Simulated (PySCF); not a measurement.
PySCF input for C₅H₅FO, SMILES O=C[C@]1(F)C=CC1, SMD-ωB97X/6-31G*. The structure is a stationary point at r2SCAN-D4/def2-SVP. The structure was generated by enumeration; whether it is a known compound was not checked. One conformer was computed; it need not be the lowest.

```python
import numpy as np
from pyscf import gto, scf, dft
from pyscf.solvent import smd

mol = gto.M(
    atom='''
    O    -1.31055704    0.02354204    1.69097215
    C    -1.34992617   -0.10679212    0.49577195
    C    -0.14203235    0.02341910   -0.42458092
    F    -0.62039925    0.25985825   -1.69831725
    C     0.87047813   -1.09213118   -0.26463835
    C     1.77734844   -0.27571639    0.30366606
    C     0.97151510    0.98747849    0.09341426
    H    -2.29605533   -0.35055296   -0.06184218
    H     0.80596296   -2.16671151   -0.45615529
    H     2.74171213   -0.45183557    0.79032436
    H     0.72058541    1.58759761    0.98332838
    H     1.33154554    1.63689470   -0.72037512
    ''',
    basis='6-31G*',
    charge=0,
    spin=0,
    max_memory=1600,
    verbose=3,
)
mf = dft.RKS(mol, xc='wb97x').density_fit(auxbasis='def2-universal-jkfit')
mf.grids.level = 3
mf.conv_tol = 1e-9
mf.max_cycle = 100
mf.kernel()
res = {}
for name in ['water', 'N,N-dimethylformamide', 'chloroform']:
    s = mf.SMD()
    s.with_solvent.solvent, s.with_solvent.sasa_ng = name, 194
    s.kernel(mf.make_rdm1())
    res[name] = (s.e_tot, s.with_solvent.get_cds(), s.dip_moment(), s.mo_energy, s.converged)
    print(f'SMD {name}: dG(solv) = {(s.e_tot - mf.e_tot) * 627.509474:.3f} kcal/mol, of which CDS {res[name][1] * 627.509474:.3f}')
```

Output:

```
converged SCF energy = -368.430004135972
converged SCF energy = -368.434044447595
Dipole moment(X, Y, Z, Debye):  1.56543, -0.53583, -1.14019
SMD water: dG(solv) = -2.535 kcal/mol, of which CDS 4.529
converged SCF energy = -368.439391501157
Dipole moment(X, Y, Z, Debye):  1.50493, -0.51365, -0.82565
SMD N,N-dimethylformamide: dG(solv) = -5.891 kcal/mol, of which CDS -0.913
converged SCF energy = -368.438411220828
Dipole moment(X, Y, Z, Debye):  1.49633, -0.48527, -0.83586
SMD chloroform: dG(solv) = -5.276 kcal/mol, of which CDS -1.223
```

The calculation finished and met its thresholds.
